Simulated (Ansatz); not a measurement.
Species: C5H6, SMILES `C#CCC=C` (charge 0, multiplicity 1).

### Question
Give a relaxed geometry from B3LYP-D3(BJ)/def2-TZVP run with Ansatz (a quantum-chemistry and plane-wave program).

### Answer
One answer among several that fit: the end point of this relaxation, one of several conformers (outside a Z-matrix the atoms follow the SMILES, hydrogens last).
Cartesian coordinates (Å) in one orientation:
```xyz
11

C      2.391     0.978    -0.653
C      1.492     0.216    -0.429
C      0.386    -0.690    -0.137
C     -0.730    -0.019     0.623
C     -1.993     0.008     0.224
H      3.190     1.648    -0.857
H      0.771    -1.532     0.450
H     -0.001    -1.111    -1.069
H     -0.441     0.461     1.552
H     -2.305    -0.454    -0.706
H     -2.760     0.494     0.812
```
